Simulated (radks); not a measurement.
Os, configuration [Kr] 4d10 4f14 5s2 5p4 5d6 6s2 6p2 (not the ground configuration).

All-electron calculation, scalar-relativistic Kohn-Sham, B86b exchange with PBE correlation, spin-polarised, spherical densities, point nucleus; open shells are filled with parallel spins first (spin-orbit coupling, left out, can overturn this in heavy ions). Program: a radial shooting solver on a logarithmic mesh with Libxc functionals.

Energy parts (eV):
total: -469435.28
kinetic: 520450.84
electron-nucleus: -1162582.78
Hartree: 181921.84
exchange-correlation: -9225.18

Orbitals (lengths in bohr, moments of r in powers of bohr; <r^-3> diverges for s and p1/2; r(90%) holds 90 % of the orbital's charge):
1s up: occ. 1; eigenvalue (eV) -73902.89; <r^2> 0.0004332; r(90%) 0.0323; <r^4> 5.115e-07
1s down: occ. 1; eigenvalue (eV) -73902.63; <r^2> 0.0004332; r(90%) 0.0323; <r^4> 5.115e-07
2s up: occ. 1; eigenvalue (eV) -12882.73; <r^2> 0.006639; r(90%) 0.116; <r^4> 0.00007617
2s down: occ. 1; eigenvalue (eV) -12882.31; <r^2> 0.006638; r(90%) 0.116; <r^4> 0.00007617
2p up: occ. 3; eigenvalue (eV) -11218.00; <r^-3> 21910; <r^2> 0.005531; r(90%) 0.110; <r^4> 0.00006062
2p down: occ. 3; eigenvalue (eV) -11217.56; <r^-3> 21910; <r^2> 0.005531; r(90%) 0.110; <r^4> 0.00006062
3s up: occ. 1; eigenvalue (eV) -3008.933; <r^2> 0.04297; r(90%) 0.284; <r^4> 0.002781
3s down: occ. 1; eigenvalue (eV) -3008.690; <r^2> 0.04297; r(90%) 0.284; <r^4> 0.002780
3p up: occ. 3; eigenvalue (eV) -2520.218; <r^-3> 4937; <r^2> 0.04388; r(90%) 0.291; <r^4> 0.003018
3p down: occ. 3; eigenvalue (eV) -2519.936; <r^-3> 4937; <r^2> 0.04387; r(90%) 0.291; <r^4> 0.003017
3d up: occ. 5; eigenvalue (eV) -1974.760; <r^-3> 626.0; <r^2> 0.03636; r(90%) 0.273; <r^4> 0.002326
3d down: occ. 5; eigenvalue (eV) -1974.384; <r^-3> 625.9; <r^2> 0.03636; r(90%) 0.273; <r^4> 0.002326
4s up: occ. 1; eigenvalue (eV) -646.5290; <r^2> 0.2104; r(90%) 0.619; <r^4> 0.06411
4s down: occ. 1; eigenvalue (eV) -645.9509; <r^2> 0.2104; r(90%) 0.619; <r^4> 0.06404
4p up: occ. 3; eigenvalue (eV) -486.2705; <r^-3> 1163; <r^2> 0.2400; r(90%) 0.667; <r^4> 0.08562
4p down: occ. 3; eigenvalue (eV) -485.6945; <r^-3> 1162; <r^2> 0.2398; r(90%) 0.667; <r^4> 0.08532
4d up: occ. 5; eigenvalue (eV) -287.4312; <r^-3> 127.2; <r^2> 0.2769; r(90%) 0.732; <r^4> 0.1228
4d down: occ. 5; eigenvalue (eV) -286.7345; <r^-3> 127.4; <r^2> 0.2759; r(90%) 0.730; <r^4> 0.1215
4f up: occ. 7; eigenvalue (eV) -66.4857; <r^-3> 22.95; <r^2> 0.3793; r(90%) 0.906; <r^4> 0.3116
4f down: occ. 7; eigenvalue (eV) -65.3330; <r^-3> 23.23; <r^2> 0.3700; r(90%) 0.892; <r^4> 0.2924
5s up: occ. 1; eigenvalue (eV) -105.8244; <r^2> 1.112; r(90%) 1.42; <r^4> 1.789
5s down: occ. 1; eigenvalue (eV) -101.4317; <r^2> 1.101; r(90%) 1.42; <r^4> 1.761
5p up: occ. 3; eigenvalue (eV) -64.2351; <r^-3> 189.0; <r^2> 1.473; r(90%) 1.65; <r^4> 3.245
5p down: occ. 1; eigenvalue (eV) -59.3360; <r^-3> 192.5; <r^2> 1.472; r(90%) 1.66; <r^4> 3.276
5d up: occ. 5; eigenvalue (eV) -16.3409; <r^-3> 12.43; <r^2> 2.858; r(90%) 2.38; <r^4> 14.23
5d down: occ. 1; eigenvalue (eV) -11.7736; <r^-3> 11.72; <r^2> 3.110; r(90%) 2.51; <r^4> 17.73
6s up: occ. 1; eigenvalue (eV) -10.9455; <r^2> 7.636; r(90%) 3.79; <r^4> 89.82
6s down: occ. 1; eigenvalue (eV) -8.5012; <r^2> 8.300; r(90%) 3.98; <r^4> 108.5
6p up: occ. 2; eigenvalue (eV) -3.9528; <r^-3> 16.28; <r^2> 14.50; r(90%) 5.33; <r^4> 353.1
6p down: occ. 0; eigenvalue (eV) -2.2301; <r^-3> 13.15; <r^2> 17.44; r(90%) 5.91; <r^4> 543.6

The highest occupied level is 6p up at -3.953 eV. The density falls to 0.001 e/bohr^3 at r = 4.98 bohr. Summed over all electrons, <r^2> = 81.07 bohr^2, which gives a Langevin (diamagnetic) susceptibility term of -64.2 x 10^-6 cm^3/mol. Spin moment in Bohr magnetons: 8.
